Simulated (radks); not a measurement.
Species: Te V. Configuration: [Kr] 4d10 5s2. All-electron calculation, non-relativistic Kohn-Sham, PBE, spin-polarised, spherical densities, point nucleus; relativity is left out, which matters for an element this heavy. Program: a radial shooting solver on a logarithmic mesh with Libxc functionals.

Normalised radial functions P(r) = r R(r), r in bohr:

```
   r/bohr * 4s (the largest magnitude, 1.32, reaches the edge; | marks zero)
 0.002935                             | *
 0.003362                             |  *
 0.003883                             |  *
 0.004449                             |  *
 0.005097                             |   *
 0.005886                             |   *
 0.006744                             |    *
 0.007726                             |    *
 0.008923                             |    *
  0.01022                             |     *
  0.01181                             |     *
  0.01353                             |     *
   0.0155                             |     *
   0.0179                             |     *
   0.0205                             |    *
  0.02349                             |    *
  0.02713                             |   *
  0.03108                             | *
  0.03561                             |*
  0.04113                            *|
  0.04712                          *  |
  0.05441                       *     |
  0.06234                     *       |
  0.07142                    *        |
  0.08249                   *         |
   0.0945                   *         |
   0.1083                     *       |
    0.125                        *    |
   0.1433                            *|
   0.1654                             |    *
   0.1895                             |         *
   0.2172                             |            *
   0.2508                             |              *
   0.2873                             |             *
   0.3292                             |         *
   0.3802                             |  *
   0.4356                       *     |
    0.499              *              |
   0.5763       *                     |
   0.6603   *                         |
   0.7625  *                          |
   0.8736    *                        |
    1.001         *                   |
    1.156               *             |
    1.324                    *        |
    1.517                       *     |
    1.752                          *  |
    2.007                            *|
      2.3                             *
    2.656                             *
    3.043                             *
    3.514                             *
    4.026                             *
    4.613                             *
    5.327                             *
    6.104                             *
```

4s: eigenvalue -194.99 eV, 3 radial nodes at r = 0.0376, 0.146, 0.397 bohr, <r> = 0.794 bohr, 90 % of the charge inside 1.14 bohr.
